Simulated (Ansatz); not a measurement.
Job for Ansatz (an electronic-structure program): U-B3LYP/def2-TZVPP on TaH+, 2S+1 = 4, a spin state set in the input, which need not be the lowest, a point of a bond scan (R = 1.740 Å). Charge +1. Elements past Kr take the def2 small-core potentials; no spin–orbit coupling.

Ansatz 0.2 input:
```yaml
crystal:
  periodic: [false, false, false]
  atoms:
    - {symbol: Ta, position_ang: [0.00000000, 0.00000000, 0.00000000]}
    - {symbol: H, position_ang: [0.00000000, 0.00000000, 1.74018100]}
basis:
  gaussian:
    orbitals: def2-TZVPP
    pivot_positions_ang: [[0.00000000, 0.00000000, 0.00000000], [0.00000000, 0.00000000, 1.74018100]]
hamiltonian:
  xc: {name: B3LYP}
total_charge: 1
magnetization: {spin_polarized: true, initial_magnetization: 3}
output: {forces: true, orbitals: {seedname: ./end}}
```

The head of its log:

```
WARN ansatz: RAYON_NUM_THREADS=2 ignored (pool sized by the plan → 2); use --threads N
Functional definition: B3LYP
integrals: 0.01 GiB planned
433 factors; their error is unknown
mean field: 0.20 GiB planned
mean field evaluation 1: about -1553.4587 eV, gradient 2.0e1 eV
mean field evaluation 2: about -1553.0786 eV, gradient 2.1e1 eV
```

**Question.** Predict the final total energy.

**Answer.** -57.1966 hartree.
